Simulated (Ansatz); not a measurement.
`CC1CCC(=O)O1` → `O=C1CCCCO1`  (isomerisation)

Program: Ansatz. Geometries: PBE0-D4/def2-TZVP. ΔE: electronic, gas phase. CCSD(T)/CBS is the MP2 limit (def2-TZVPP, def2-QZVPP) plus CCSD(T) − MP2 in def2-TZVPP, frozen cores. Functionals use def2-TZVPP. HSE06 is defined as in plane-wave codes.

`CC1CCC(=O)O1`:

```xyz
15

C     0.914    1.359   -0.772
C     0.218    0.795    0.445
C    -1.124    0.119    0.142
C    -0.725   -1.331   -0.064
C     0.553   -1.468    0.733
O     1.108   -2.468    1.074
O     1.028   -0.239    1.027
H     1.919    1.695   -0.516
H     0.353    2.210   -1.165
H     0.995    0.608   -1.563
H     0.119    1.567    1.210
H    -1.792    0.211    1.001
H    -1.618    0.569   -0.719
H    -1.456   -2.064    0.274
H    -0.491   -1.563   -1.107
```

`O=C1CCCCO1`:

Z-matrix (Å, degrees):
```
C
C 1 1.512
C 1 1.519 2 115.8
H 1 1.090 2 106.7 3 -126.6
H 1 1.097 2 104.8 3 121.1
O 2 1.345 1 118.9 3 -21.2
O 2 1.198 1 122.1 3 162.7
C 3 1.515 1 108.7 2 43.7
H 3 1.092 1 110.2 2 166.3
H 3 1.096 1 110.1 2 -76.1
C 6 1.430 2 122.5 1 14.7
H 8 1.093 3 111.8 1 -179.1
H 8 1.095 3 110.3 1 61.6
H 11 1.091 6 105.1 2 -154.8
H 11 1.096 6 107.6 2 90.4
```

```json
{"level": "PBE0-D4", "ΔE (kJ/mol)": "22.8"}
{"level": "HSE06-D4", "ΔE (kJ/mol)": "22.9"}
{"level": "BHLYP-D4", "ΔE (kJ/mol)": "20.8"}
{"level": "MP2/def2-SVP", "ΔE (kJ/mol)": "24.4"}
{"level": "HF/def2-TZVPP", "ΔE (kJ/mol)": "22.6"}
{"level": "SCS-MP2/def2-QZVPP", "ΔE (kJ/mol)": "25.0"}
{"level": "MP2/CBS(def2)", "ΔE (kJ/mol)": "25.4"}
{"level": "CCSD/CBS(def2)", "ΔE (kJ/mol)": "23.3"}
```

(1) What does CCSD(T)/CBS give? (Estimate.)

Largest T1 diagnostic among the species: 0.013.

Answers

(1) The calculation gave: +24.1 kJ/mol. The listed levels differ from it by -1.3, -1.2, -3.3, 0.3, -1.5, 0.9, 1.3, -0.8 kJ/mol.

Leaving LDA and LC-ωPBE aside and taking each functional with its dispersion term where it has one, the values, not all of them listed here, spread over 4.9 kJ/mol, from BHLYP-D4 to B97M-V. LDA lies −4.0 kJ/mol from PBE without D4.
